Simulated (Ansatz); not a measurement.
Consider the formal exchange of groups at the Si–Se bond: `CC[Se][SiH3]` + `CO[SiH2]Cl` → `CO[SiH]([SiH3])Cl` + `CC[SeH]`.

Computed with Ansatz on PBE0-D4/def2-TZVP structures; ΔE is electronic, products minus reactants. CCSD(T)/CBS is the MP2 limit (def2-TZVPP, def2-QZVPP) plus CCSD(T) − MP2 in def2-TZVPP, frozen cores. Functionals use def2-TZVPP. B3LYP here is the variant with VWN-RPA as its local correlation; programs differ in this. For Se outer-core shells are correlated without core-valence functions, which leaves a few kJ/mol of doubt a bond. Scalar relativity is left out up to krypton. One conformer a species, not always the lowest.

Problem. Is it downhill or uphill in electronic energy at CCSD(T)/CBS, and by how much? (Best estimate.)

Solution. Computed: Uphill: ΔE = +63.9 kJ/mol.

Problem. What do these levels give: B3LYP-D4, BHLYP-D4, r2SCAN, r2SCANh, HF/def2-SVP, HF/def2-QZVPP? (An estimate is asked.)

Solution. Ansatz gave: B3LYP-D4 57.5, BHLYP-D4 63.0, r2SCAN 59.4, r2SCANh 60.5, HF/def2-SVP 65.0, HF/def2-QZVPP 70.1 kJ/mol.

Problem. What do rigid-rotor, harmonic-oscillator terms from PBE0-D4/def2-TZVP frequencies (298.15 K, 1 bar) make of the CCSD(T)/CBS value? (Estimate.)

Solution. The calculation gave: ΔZPE = -4.0 kJ/mol, ΔH = +61.1 kJ/mol, ΔS = 0 J/(mol·K), ΔG = +61.1 kJ/mol. Modes under 50 cm⁻¹ make the entropy rough.

Largest T1 diagnostic among the species: 0.012.

At CCSD(T), def2-SVP lies −8.1 kJ/mol from the extrapolated value and def2-TZVPP −3.3 kJ/mol. From PBE to PBE0 (25 % exact exchange), in def2-TZVPP and without D4, ΔE moves by +4.9 kJ/mol. Leaving LDA and LC-ωPBE aside and taking each functional with its dispersion term where it has one, the values, not all of them listed here, spread over 13.4 kJ/mol, from PBE-D4 to PBE-QIDH.
